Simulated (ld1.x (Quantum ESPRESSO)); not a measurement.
zirconium (Zr), TM: configuration errors across variants

Zr (Z = 40), norm-conserving Troullier–Martins (Kleinman–Bylander form), made with ld1.x (Quantum ESPRESSO) 7.5 (PBE, scalar-relativistic). Core [Kr], reference 4d2 5s1 5p0 (charge +1). Waves: 5p (bound, empty): rc 3.35 bohr; 4d (bound): rc 1.85 bohr; 5s (bound): rc 2.40 bohr. Local part: the s channel. Core correction: Bessel-smoothed model core inside 1.10 bohr.

All-electron excitation energies from the reference (eV): (1) 4d2 5s2 5p0 -7.137; (2) 4d2 5s0 5p0 12.940; (3) 4d1 5s0 5p0 35.567; (4) 4d2 5s1.5 5p0 -4.257; (5) 4d2.5 5s1.5 5p0 -6.623; (6) 4d1 5s2 5p1 -4.134; (7) 4d1 5s2 5p0 0.527.

1 further variants failed, have other tests or another functional or relativity, and are left out.

A true bound ghost makes a file unfit for plane-wave use even where its test errors are small: the radial tests pick states by their node count and pass the ghost by.

Errors AE − PS in meV (a dash: test not solved or not reliable):

```csv
change,(1),(2),(3),(4),(5),(6),(7),bound ghosts
base,-0.9,-16,-319,-0.2,-12,-172,-111,none
local potential the d channel,-1.9,-13,-272,-0.4,-10,-179,-127,"s, p"
wave 4d (bound): rc 1.85 bohr becomes 4d (bound): rc 1.28 bohr,-0.9,-16,-320,-0.2,-13,-173,–,none
"all radii but the core radius scaled by about 1.18 (s 2.84, p 3.96, d 2.20 bohr)",-4.2,-18,-290,-1.1,-17,-207,-159,none
core correction Bessel-smoothed model core inside 2.06 bohr,-0.9,-16,-317,-0.2,-12,-170,-110,none
```

(1) Give the same row for: wave 5p (bound): rc 3.35 bohr becomes 5p (bound): rc 2.20 bohr.

## Answers

(1) -0.9, -16, -319, -0.2, -12, -108, -111; bound ghosts: p.
